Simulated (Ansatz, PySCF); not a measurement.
Sn(H)2(OMe)(NH2) (CH₇NOSn), SMILES C[O][SnH2][NH2]. Atoms are numbered in the order given.

```xyz
11

Sn     0.2007    -0.0211     0.4945
N      1.8333     0.2115    -0.7186
O     -1.3918    -0.7228    -0.5100
C     -1.9615     0.0148    -1.5569
H      0.5126    -1.2642     1.6223
H     -0.1843     1.5352     1.1168
H      1.7567     0.9871    -1.3766
H      2.0707    -0.6255    -1.2515
H     -2.8092    -0.5550    -1.9783
H     -2.3603     0.9999    -1.2328
H     -1.2534     0.2085    -2.3909
```
Charge 0, spin multiplicity 1.

Geometry: B3LYP-D3(BJ)/def2-SVP. The structure was generated by enumeration; whether it is a known compound was not checked. The def2 effective core potentials stand for the cores of Sn; spin–orbit coupling is left out. The values are those of a single conformer.

Two levels are set side by side: PBE-D3(BJ)/def2-SVP (Ansatz, a quantum-chemistry and plane-wave program) and B3LYP-D3(BJ)/def2-SVP (Ansatz). Each level has its own optimised geometry; the coordinates shown are those of the second. Frequencies come from the Hessian of PySCF at each geometry. Differences are taken from unrounded values.

```json
[
 {"quantity": "mean bond length (Å)", "B3LYP-D3(BJ)": "1.425", "PBE-D3(BJ)": "1.436", "PBE-D3(BJ) minus B3LYP-D3(BJ)": "0.011"},
 {"quantity": "bond Sn1–N2 (Å)", "B3LYP-D3(BJ)": "2.047", "PBE-D3(BJ)": "2.063", "PBE-D3(BJ) minus B3LYP-D3(BJ)": "0.015"},
 {"quantity": "bond Sn1–O3 (Å)", "B3LYP-D3(BJ)": "2.009", "PBE-D3(BJ)": "2.028", "PBE-D3(BJ) minus B3LYP-D3(BJ)": "0.019"},
 {"quantity": "bond O3–C4 (Å)", "B3LYP-D3(BJ)": "1.402", "PBE-D3(BJ)": "1.407", "PBE-D3(BJ) minus B3LYP-D3(BJ)": "0.006"},
 {"quantity": "bond Sn1–H5 (Å)", "B3LYP-D3(BJ)": "1.707", "PBE-D3(BJ)": "1.718", "PBE-D3(BJ) minus B3LYP-D3(BJ)": "0.011"},
 {"quantity": "bond Sn1–H6 (Å)", "B3LYP-D3(BJ)": "1.720", "PBE-D3(BJ)": "1.732", "PBE-D3(BJ) minus B3LYP-D3(BJ)": "0.012"},
 {"quantity": "bond N2–H7 (Å)", "B3LYP-D3(BJ)": "1.020", "PBE-D3(BJ)": "1.029", "PBE-D3(BJ) minus B3LYP-D3(BJ)": "0.009"},
 {"quantity": "bond N2–H8 (Å)", "B3LYP-D3(BJ)": "1.020", "PBE-D3(BJ)": "1.029", "PBE-D3(BJ) minus B3LYP-D3(BJ)": "0.009"},
 {"quantity": "bond C4–H9 (Å)", "B3LYP-D3(BJ)": "1.105", "PBE-D3(BJ)": "1.113", "PBE-D3(BJ) minus B3LYP-D3(BJ)": "0.008"},
 {"quantity": "bond C4–H10 (Å)", "B3LYP-D3(BJ)": "1.111", "PBE-D3(BJ)": "1.120", "PBE-D3(BJ) minus B3LYP-D3(BJ)": "0.009"},
 {"quantity": "bond C4–H11 (Å)", "B3LYP-D3(BJ)": "1.111", "PBE-D3(BJ)": "1.120", "PBE-D3(BJ) minus B3LYP-D3(BJ)": "0.009"},
 {"quantity": "highest harmonic wavenumber (cm⁻¹)", "B3LYP-D3(BJ)": "3603", "PBE-D3(BJ)": "3515", "PBE-D3(BJ) minus B3LYP-D3(BJ)": "-88"},
 {"quantity": "mean harmonic wavenumber (cm⁻¹)", "B3LYP-D3(BJ)": "1291", "PBE-D3(BJ)": "1255", "PBE-D3(BJ) minus B3LYP-D3(BJ)": "-36"},
 {"quantity": "zero-point energy (kcal/mol)", "B3LYP-D3(BJ)": "49.83", "PBE-D3(BJ)": "48.45", "PBE-D3(BJ) minus B3LYP-D3(BJ)": "-1.38"}
]
```

GGA bonds tend to be longer and softer than those of functionals with exact exchange. Differences between two approximate levels are no errors against the true value.
